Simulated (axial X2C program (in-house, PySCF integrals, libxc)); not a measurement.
**Potential curves of SiBr⁻, with spin–orbit coupling**

Computed with an in-house relativistic program for diatomic molecules. Two-component (2c) means X2C with spin–orbit coupling and atomic mean-field two-electron Coulomb and Gaunt terms. Basis: Br dyall-acv3z [9s10p7d5f1g], Si dyall-av3z [9s8p3d2f] (cores contracted in-house); Gaussian nuclei, density fitting, unrestricted open shells. Masses: Br 78.918 u, Si 27.977 u.

State: Ω = 1 (⟨Sz⟩ = 1.00, ⟨Lz⟩ = 0.00 at HF). Energies in cm⁻¹ from the fragments at the same level (Br- + Si). Fits are polynomials in 1 − R0/R over 0.85 to 1.23 times the lowest point R0.

```json
{"R (Å)": "2.1141", "HF": "-4933", "PBE0": "-11633", "CCSD(T)": "", "MP2": "-9786"}
{"R (Å)": "2.2113", "HF": "-7679", "PBE0": "-13959", "CCSD(T)": "-11897", "MP2": "-12225"}
{"R (Å)": "2.2842", "HF": "-8917", "PBE0": "-14917", "CCSD(T)": "-12992", "MP2": "-13253"}
{"R (Å)": "2.3571", "HF": "-9649", "PBE0": "-15390", "CCSD(T)": "-13588", "MP2": "-13788"}
{"R (Å)": "2.4300", "HF": "-10007", "PBE0": "-15504", "CCSD(T)": "-13814", "MP2": "-13959"}
{"R (Å)": "2.5151", "HF": "-10084", "PBE0": "-15307", "CCSD(T)": "-13739", "MP2": "-13824"}
{"R (Å)": "2.6001", "HF": "-9909", "PBE0": "-14865", "CCSD(T)": "-13405", "MP2": "-13438"}
{"R (Å)": "2.7095", "HF": "-9447", "PBE0": "-14064", "CCSD(T)": "-12730", "MP2": "-12706"}
{"R (Å)": "2.8431", "HF": "-8686", "PBE0": "-12896", "CCSD(T)": "", "MP2": "-11613"}
{"R (Å)": "3.0375", "HF": "-7456", "PBE0": "-11089", "CCSD(T)": "", "MP2": "-9904"}
```

Correlated methods: 12 electrons correlated (number of frozen shells: Br 3 s, 2 p, 1 d; Si 2 s, 1 p), 246 virtual spin orbitals or spinors in MP2.

The state is one determinant whose occupation by symmetry is held fixed; it was picked as the lowest of a PBE0 search that is not exhaustive. De is counted from the lowest determinant-based energies of the atoms at the same level, without counterpoise correction. Density functionals use the spin component along the axis (collinear). Coupled cluster ran in a truncated set of natural virtual spinors; the MP2 energy of the rest was added. (T) has no such correction and the atoms are truncated less, which lowers De at CCSD(T) by a hundredth of an eV or more. In 2c an atomic determinant is not the ground J level, so De misses part of the atomic spin–orbit lowering. This holds for PBE0, CCSD(T), MP2. Other states lie close and PBE0, whose exact exchange favours high spin, may order them wrongly; the determinant shown need not be the ground state. The nearest other 2c determinant of the search, Ω = 0, lies 0.71 eV up at the distance of the search. Without a current term, density functionals place determinants with orbital angular momentum somewhat too high. With several unpaired electrons one determinant need not be a pure state. Open-shell Ω = 0 determinants with evenly filled partner blocks cannot be reached by this program, so the Ω shown need not be the lowest component. This is the Ω = 1 component of a π² triplet; the 0⁺ component is not one determinant and can lie lowest. The highest occupied level of some functionals is positive through self-interaction error; at Hartree–Fock it is bound. Hartree–Fock gets electron affinities wrong, so its lowest charge split need not be the true one. Coupled cluster ran on the points near the minimum only. MP2 and coupled cluster on one determinant become unreliable at the stretched end.

Question: What are Re, ωe and De at the HF level?

Answer: At HF, 2c: Re = 2.494 Å, ωe ≈ 250 cm⁻¹, De = 1.25 eV to Br- + Si; Be follows as 0.131 cm⁻¹.

Question: Fit the PBE0 curve near its minimum: give the equilibrium distance, the harmonic wavenumber and the well depth.

Answer: At PBE0, 2c: Re = 2.421 Å, ωe ≈ 289 cm⁻¹, De = 1.92 eV to Br- + Si; Be follows as 0.139 cm⁻¹.

Question: Fit the CCSD(T) curve near its minimum: give the equilibrium distance, the harmonic wavenumber and the well depth.

Answer: At CCSD(T), 2c: Re = 2.451 Å, ωe ≈ 276 cm⁻¹, De = 1.71 eV to Br- + Si; Be follows as 0.136 cm⁻¹.

Question: What are Re, ωe and De at the MP2 level?

Answer: At MP2, 2c: Re = 2.436 Å, ωe ≈ 282 cm⁻¹, De = 1.73 eV to Br- + Si; Be follows as 0.138 cm⁻¹.
